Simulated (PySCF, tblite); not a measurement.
C₇H₁₅P.
Cartesian coordinates in Å at the GFN2-xTB level; atoms count from 1:
```xyz
23
C7H15P angstrom
C     -3.041    1.612    0.203
C     -2.686    0.377   -0.124
C     -3.411   -0.844    0.350
P     -1.251    0.140   -1.248
C      0.095    0.269    0.040
C      1.448   -0.115   -0.549
C      2.573    0.017    0.475
C      3.925   -0.358   -0.120
H     -2.506    2.468   -0.176
H     -3.873    1.818    0.858
H     -2.734   -1.495    0.904
H     -4.247   -0.576    0.993
H     -3.788   -1.409   -0.503
H     -1.301   -1.262   -1.225
H      0.118    1.308    0.383
H     -0.147   -0.363    0.899
H      1.408   -1.145   -0.913
H      1.661    0.527   -1.408
H      2.359   -0.629    1.330
H      2.609    1.046    0.840
H      4.163    0.290   -0.960
H      3.912   -1.387   -0.475
H      4.712   -0.262    0.624
```

The calculation used PBE0/pcSseg-1 in PySCF (dipole) on a GFN2-xTB geometry, gas phase.

Take the most abundant isotopes and a rigid rotor. The values belong to one conformer with, in the numbering `[CH2:1]=[C:2]([CH3:3])[PH:4][CH2:5][CH2:6][CH2:7][CH3:8]`, C1–C2–P4–C5 83°, C2–P4–C5–C6 171°, P4–C5–C6–C7 179°, C5–C6–C7–C8 180°.

Q: Give the principal moments of inertia and the rotational constants in GHz.

A: Ia = 120.92, Ib = 854.71, Ic = 860.30 u·Å²; 505379 MHz·u·Å²/I gives 4180, 591.3 and 587.4 MHz, that is A = 4.1796, B = 0.5913, C = 0.5874 GHz.

Q: Classify the top.

A: A near-prolate asymmetric top. Ray's parameter κ = (2B − A − C)/(A − C) = -0.998; −1 is the prolate and +1 the oblate limit.

Q: Is it planar, by Δ = Ic − Ia − Ib?

A: Not planar: Δ = Ic − Ia − Ib = -115.33 u·Å². For a rigid frame Δ = −2 Σ m c², so Σ m c² = 57.66 u·Å² lies off the ab plane: 16.86 from hydrogen and 40.80 from heavier atoms. The atom farthest from that plane is 2.07 Å away.

Q: Where do the levels up to J = 5 lie, in MHz?

A: Above 0(0,0):
J = 1: 1(0,1) 1179, 1(1,1) 4767, 1(1,0) 4771
J = 2: 2(0,2) 3536, 2(1,2) 7121, 2(1,1) 7132, 2(2,1) 17897, 2(2,0) 17897
J = 3: 3(0,3) 7072, 3(1,3) 10651, 3(1,2) 10674, 3(2,2) 21433, 3(2,1) 21433, 3(3,1) 39384, 3(3,0) 39384
J = 4: 4(0,4) 11787, 4(1,4) 15358, 4(1,3) 15397, 4(2,3) 26148, 4(2,2) 26148, 4(3,2) 44099, 4(3,1) 44099, 4(4,1) 69231, 4(4,0) 69231
J = 5: 5(0,5) 17681, 5(1,5) 21242, 5(1,4) 21300, 5(2,4) 32042, 5(2,3) 32042, 5(3,3) 49993, 5(3,2) 49993, 5(4,2) 75124, 5(4,1) 75124, 5(5,1) 107436, 5(5,0) 107436
The levels of one J sum to (2J + 1)J(J + 1)(A + B + C)/3.

Q: Which types of transition are allowed, and where do some lines up to J = 4 fall?

A: The dipole components are |μa| = 0.31 D, |μb| = 0.36 D, |μc| = 1.38 D. Intensities carry the squares of the components, which stand as 0.05 : 0.07 : 1.00 (a : b : c). Some lines, for components of 0.1 D or more:

```json
{"type": "a", "branch": "R", "J(Ka,Kc)": "2(1,2) ← 1(1,1)", "MHz": "2354", "lower level (cm⁻¹)": "0.159"}
{"type": "a", "branch": "R", "J(Ka,Kc)": "3(2,2) ← 2(2,1)", "MHz": "3536", "lower level (cm⁻¹)": "0.597"}
{"type": "b", "branch": "Q", "J(Ka,Kc)": "2(1,1) ← 2(0,2)", "MHz": "3596", "lower level (cm⁻¹)": "0.118"}
{"type": "a", "branch": "R", "J(Ka,Kc)": "4(1,3) ← 3(1,2)", "MHz": "4723", "lower level (cm⁻¹)": "0.356"}
{"type": "b", "branch": "R", "J(Ka,Kc)": "1(1,1) ← 0(0,0)", "MHz": "4767", "lower level (cm⁻¹)": "0.000"}
{"type": "c", "branch": "R", "J(Ka,Kc)": "3(1,2) ← 2(0,2)", "MHz": "7138", "lower level (cm⁻¹)": "0.118"}
{"type": "c", "branch": "Q", "J(Ka,Kc)": "4(2,3) ← 4(1,3)", "MHz": "10751", "lower level (cm⁻¹)": "0.514"}
{"type": "b", "branch": "Q", "J(Ka,Kc)": "4(2,2) ← 4(1,3)", "MHz": "10751", "lower level (cm⁻¹)": "0.514"}
{"type": "b", "branch": "Q", "J(Ka,Kc)": "3(2,2) ← 3(1,3)", "MHz": "10782", "lower level (cm⁻¹)": "0.355"}
{"type": "b", "branch": "Q", "J(Ka,Kc)": "4(2,3) ← 4(1,4)", "MHz": "10790", "lower level (cm⁻¹)": "0.512"}
{"type": "b", "branch": "R", "J(Ka,Kc)": "4(2,2) ← 3(1,3)", "MHz": "15497", "lower level (cm⁻¹)": "0.355"}
{"type": "b", "branch": "Q", "J(Ka,Kc)": "3(3,0) ← 3(2,1)", "MHz": "17951", "lower level (cm⁻¹)": "0.715"}
{"type": "b", "branch": "Q", "J(Ka,Kc)": "4(3,2) ← 4(2,3)", "MHz": "17951", "lower level (cm⁻¹)": "0.872"}
{"type": "b", "branch": "R", "J(Ka,Kc)": "4(3,2) ← 3(2,1)", "MHz": "22666", "lower level (cm⁻¹)": "0.715"}
```

Q: Estimate the classical rotational partition function at 200 K, 298.15 K and 500 K.

A: Point group C1, symmetry number σ = 1; q = (√π/σ)·√((kT/h)³/(ABC)), k/h = 20836.6 MHz/K: 396000 at 200 K, 720000 at 298.15 K, 1560000 at 500 K.

Its lowest GFN2-xTB frequency is 14 cm⁻¹, too small to tell a flat minimum from a shallow saddle. These are rigid-rotor constants of the computed structure; measured ground-state constants (B0) also hold zero-point vibration. A rigid rotor knows nothing of internal rotation, which can split or shift real lines.
